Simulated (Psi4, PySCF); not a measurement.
Here is a job for Psi4.
```
memory 2 GB

molecule mol {
0 3
V    -0.062885    0.023802    0.081813
F     1.209723   -0.743008    1.279153
F    -1.331884    0.789246   -1.120222
F     0.340421    1.489563    0.590642
F     0.982342   -0.371818   -1.278020
F    -1.039897   -1.224811    0.319369
}

set {
  basis sto-3g
  reference uks
  scf_type pk
  puream true
  d_convergence 1e-8
  dft_radial_points 99
  dft_spherical_points 590
}

energy('bhhlyp')
print_variables()
```

Task: Write the same job for PySCF.

Result: This is not unique; one that fits is 
```python
from pyscf import gto, scf, dft

mol = gto.M(
    atom='''
V    -0.062885    0.023802    0.081813
F     1.209723   -0.743008    1.279153
F    -1.331884    0.789246   -1.120222
F     0.340421    1.489563    0.590642
F     0.982342   -0.371818   -1.278020
F    -1.039897   -1.224811    0.319369
''',
    basis='sto-3g',
    charge=0,
    spin=2,
    verbose=4,
)

mf = dft.UKS(mol)
mf.xc = 'bhandhlyp'
mf.grids.atom_grid = (99, 590)
mf.grids.prune = None
mf.kernel()
```

Both were run: Psi4 gave -1426.159160 Eh and PySCF -1426.159163 Eh, 0.003 mEh apart.
